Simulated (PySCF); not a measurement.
## A survey of 17O NMR shifts

- PBE0/pcSseg-1 with gauge-including orbitals
- structure optimised with GFN2-xTB
- program: PySCF 2.14
- one computed conformer, averaged over atoms made equivalent by symmetry, fast rotation or ring inversion, gas phase, no relativistic terms

Shieldings were converted by a linear fit to measured shifts: 17O: δ = 266.70 − 0.911σ (rms 10.7 ppm, 155 shifts, 12.2 ppm with the 3 outliers that the fit left out vs liquid water, solution or neat liquid). A few per cent of atoms miss by over 2 rms, more outside the fitted compound classes.

Give the 17O shifts of `CC[C@H]1COS(=O)(=O)O1`, `CC[C@H]1COS(=O)(=O)O1`, `CC[SiH2]O`, `O=c1c(F)c(OC(F)F)c1=O`, `COc1pcsc1OC`.

## Answers


| compound | environment | δ (ppm) |
| --- | --- | --- |
| [CH3:1][CH2:2][C@H:3]1[CH2:4][O:5][S:6](=[O:7])(=[O:8])[O:9]1 | O7: S=O oxygen | 170.4 |
| [CH3:1][CH2:2][C@H:3]1[CH2:4][O:5][S:6](=[O:7])(=[O:8])[O:9]1 | O8: S=O oxygen | 155.1 |
| [CH3:1][CH2:2][C@H:3]1[CH2:4][O:5][S:6](=[O:7])(=[O:8])[O:9]1 | O9: oxygen bonded to C, S, in a 5-membered ring | 125.0 |
| [CH3:1][CH2:2][C@H:3]1[CH2:4][O:5][S:6](=[O:7])(=[O:8])[O:9]1 | O5: oxygen bonded to C, S, in a 5-membered ring | 123.1 |
| [CH3:1][CH2:2][C@H:3]1[CH2:4][O:5][S:6](=[O:7])(=[O:8])[O:9]1 | O7: S=O oxygen | 170.4 |
| [CH3:1][CH2:2][C@H:3]1[CH2:4][O:5][S:6](=[O:7])(=[O:8])[O:9]1 | O8: S=O oxygen | 155.1 |
| [CH3:1][CH2:2][C@H:3]1[CH2:4][O:5][S:6](=[O:7])(=[O:8])[O:9]1 | O9: oxygen bonded to C, S, in a 5-membered ring | 125.0 |
| [CH3:1][CH2:2][C@H:3]1[CH2:4][O:5][S:6](=[O:7])(=[O:8])[O:9]1 | O5: oxygen bonded to C, S, in a 5-membered ring | 123.1 |
| CC[SiH2]O | oxygen bonded to Si, H | -21.2 |
| [O:1]=[c:2]1[c:3]([F:4])[c:5]([O:6][CH:7]([F:8])[F:9])[c:10]1=[O:11] | O11: carbonyl oxygen | 500.3 |
| [O:1]=[c:2]1[c:3]([F:4])[c:5]([O:6][CH:7]([F:8])[F:9])[c:10]1=[O:11] | O1: carbonyl oxygen | 493.7 |
| [O:1]=[c:2]1[c:3]([F:4])[c:5]([O:6][CH:7]([F:8])[F:9])[c:10]1=[O:11] | O6: ether oxygen | 157.2 |
| [CH3:1][O:2][c:3]1[p:4][cH:5][s:6][c:7]1[O:8][CH3:9] | O8: ether oxygen | 56.4 |
| [CH3:1][O:2][c:3]1[p:4][cH:5][s:6][c:7]1[O:8][CH3:9] | O2: ether oxygen | 53.0 |
